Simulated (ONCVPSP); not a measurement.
**Scattering properties, ONCV potential for sulfur (S)**

S (Z = 16), optimised norm-conserving Vanderbilt (ONCV), made with ONCVPSP 4.0.1 (LDA (Perdew-Wang 92), scalar-relativistic). Core [Ne], reference 3s2 3p4. Waves: 3s: rc 1.35 bohr, ncon 4, nbas 8, qcut 5.8 1/bohr, 1 projector; 3p: rc 1.80 bohr, ncon 4, nbas 7, qcut 3.8 1/bohr, 1 projector; d scattering state at 0.2 Ha: rc 1.35 bohr, ncon 4, nbas 7, qcut 7.9 1/bohr, local. Local part: the d channel. Core correction: Teter function fitted to the true core (icmod 2), fcfact 0.65.

The phase is arctan(r·R′/R) of the radial function R(r), unwrapped; energies in Ha, scanned from -2 to 5 Ha. A pole is an energy at which the radial function vanishes at the test radius. The pseudo phase is shifted by a multiple of π to meet the all-electron one at the reference energy, and phase errors are pseudo minus all-electron; the curves can meet again beyond the range given. Levels narrower than the energy grid can be missing from the lists of poles.

Q: For each channel, where are the poles, and over which energies does the pseudopotential scatter like the atom?

A:

```
channel  radius (bohr)  reference energy (Ha)  poles, all-electron  poles, pseudo  unbroken range about the reference energy with phases within 0.05 rad  phase error 1 Ha above the reference energy (rad)
      s           1.37                  -0.64                 3.38     0.67, 3.93                                                              below 0.3                                             -0.052
      p           1.83                  -0.26                 1.20           1.12                                                              below 1.9                                             -0.007
      d           1.37                   0.20                 3.49           3.70                                                              below 4.7                                             +0.005
```

Phases in the s channel:

```csv
E (Ha),all-electron,pseudo
-1.98,0.492,0.463
-1.80,0.357,0.329
-1.62,0.199,0.175
-1.44,0.023,0.003
-1.26,-0.164,-0.177
-1.08,-0.349,-0.357
-0.90,-0.522,-0.524
-0.72,-0.674,-0.674
-0.54,-0.804,-0.804
-0.36,-0.912,-0.915
-0.18,-1.003,-1.010
0.00,-1.079,-1.093
0.18,-1.142,-1.169
0.36,-1.196,-1.247
0.54,-1.242,-1.356
0.72,-1.282,-1.980
0.90,-1.317,-4.237
1.08,-1.348,-4.377
1.26,-1.375,-4.437
1.44,-1.400,-4.476
1.62,-1.422,-4.508
1.80,-1.442,-4.534
1.98,-1.461,-4.557
2.16,-1.478,-4.577
2.34,-1.494,-4.595
2.52,-1.509,-4.612
2.70,-1.523,-4.627
2.88,-1.536,-4.641
3.06,-1.549,-4.655
3.24,-1.562,-4.668
3.42,-1.573,-4.680
3.60,-1.585,-4.692
3.78,-1.597,-4.703
3.96,-1.608,-4.714
4.14,-1.619,-4.725
4.32,-1.630,-4.735
4.50,-1.641,-4.746
4.68,-1.653,-4.756
4.86,-1.665,-4.767
```
